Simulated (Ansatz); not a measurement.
Mulliken charges of CH$_{3}$AsO$_{2}$, SMILES `C1O[AsH]O1` from B3LYP/def2-TZVPP in Ansatz (PBE0-D4/def2-TZVP geometry).

```tsv
atom	x (Å)	y (Å)	z (Å)	charge (e)
C1	-0.491	0.532	-0.197	0.185
O2	0.349	0.602	0.945	-0.442
As3	1.433	-0.644	0.208	0.589
O4	0.327	-0.151	-1.136	-0.442
H5	-0.761	1.530	-0.556	0.091
H6	-1.393	-0.059	0.026	0.079
H7	0.598	-1.878	0.663	-0.060
```

By hand: the dipole of these point charges (1 e Å = 4.8032 D).

Σ q r = (0.239, -0.233, 0.082) e Å, of length 0.344 e Å = 1.65 D.

How does the dipole of the full density compare? (An estimate is asked.)

The calculation gave: (0.069, -0.169, 0.060) e Å, 0.92 D; the point charges give 1.79 times that, at 23° from its direction.

Point charges leave out the atoms' own dipoles, such as those of lone pairs, and Mulliken's split depends on the basis, so the two needn't agree.

B3LYP here is the variant with VWN-RPA as its local correlation; programs differ in this.
